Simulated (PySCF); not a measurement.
# Mayer bond orders and bond lengths

Compound: trifluoroacetophenone, C8H5F3O.
Atom-mapped SMILES: `[O:1]=[C:2]([c:3]1[cH:4][cH:5][cH:6][cH:7][cH:8]1)[C:9]([F:10])([F:11])[F:12]` (hydrogens: H13 on C4; H14 on C5; H15 on C6; H16 on C7; H17 on C8)

Geometry (GFN2-xTB, Å), atoms numbered from 1 in this order:
```
atom  x, y, z in Å
O1     1.7652   -0.8082    1.9472
C2     1.4917   -0.2445    0.9185
C3     0.1559   -0.1638    0.3270
C4    -0.8800   -0.7985    1.0253
C5    -2.1695   -0.7719    0.5385
C6    -2.4439   -0.1124   -0.6513
C7    -1.4253    0.5188   -1.3491
C8    -0.1287    0.4988   -0.8705
C9     2.6443    0.4614    0.1416
F10    2.8029   -0.0408   -1.0955
F11    3.8081    0.3234    0.7707
F12    2.4267    1.7805   -0.0001
H13   -0.6395   -1.3047    1.9478
H14   -2.9622   -1.2630    1.0820
H15   -3.4529   -0.0908   -1.0351
H16   -1.6438    1.0306   -2.2740
H17    0.6441    0.9969   -1.4329
```

Bond orders from the PBE0/pcSseg-1 density (PySCF). Geometry: GFN2-xTB, one conformer, isolated molecule.

**Question.** How far do the computed orders between heavy atoms stray from the drawn ones?

**Answer.** The largest departure is 0.154, at C8–C3 (drawn aromatic, 1.346), counting aromatic bonds as 1.5. The bonds drawn aromatic range from 1.35 to 1.46.

**Question.** Set the Mayer orders of the bonds beside their lengths.

**Answer.** 
```tsv
bond	drawn as	length (Å)	Mayer order
O1–C2	double	1.204	2.012
C2–C3	single	1.463	0.965
C3–C4	aromatic	1.401	1.389
C4–C5	aromatic	1.379	1.460
C5–C6	aromatic	1.388	1.409
C6–C7	aromatic	1.387	1.431
C7–C8	aromatic	1.382	1.460
C2–C9	single	1.559	0.939
C9–F10	single	1.345	0.964
C9–F11	single	1.330	1.025
C9–F12	single	1.345	0.964
C8–C3	aromatic	1.398	1.346
C4–H13	single	1.079	0.956
C5–H14	single	1.079	0.962
C6–H15	single	1.080	0.966
C7–H16	single	1.079	0.957
C8–H17	single	1.078	0.950
```

Bonds between the same two heavy elements. C–C: lowest C2–C9 (0.939, 1.559 Å), highest C4–C5 and C7–C8 (1.460, 1.379 Å); in 1 of the 28 pairs the longer bond (by over 0.003 Å) has the higher order (by 0.02 or more). C–F: lowest C9–F10 and C9–F12 (0.964, 1.345 Å), highest C9–F11 (1.025, 1.330 Å). Bonds named together lie within 0.004.

**Question.** Sum the orders of all bonds at each heavy atom with more than one neighbour and set the sums beside the valence in the SMILES.

**Answer.** C2 3.916 (drawn 4), C3 3.700 (drawn 4), C4 3.805 (drawn 4), C5 3.831 (drawn 4), C6 3.806 (drawn 4), C7 3.848 (drawn 4), C8 3.756 (drawn 4), C9 3.892 (drawn 4). Orders between atoms that aren't bonded are not in these sums.

The Mayer order sums products of elements of PS (density times overlap matrix) between the two atoms' basis functions, so it depends on the basis set.
